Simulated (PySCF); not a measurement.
A structure optimised at PBE0-D3(BJ)/def2-TZVPD, used in a PySCF frequency run:

```xyz
2

Si     0.0000     0.0000    -0.5212
N      0.0000     0.0000     1.0425
```
Charge 0, spin multiplicity 2.

**Question.** Write its SMILES, formula and point group.

**Answer.** N#[Si], NSi, C∞v

**Question.** What are its rotational constants (standard atomic weights)?

**Answer.** 22.114 GHz (linear rotor, B only)
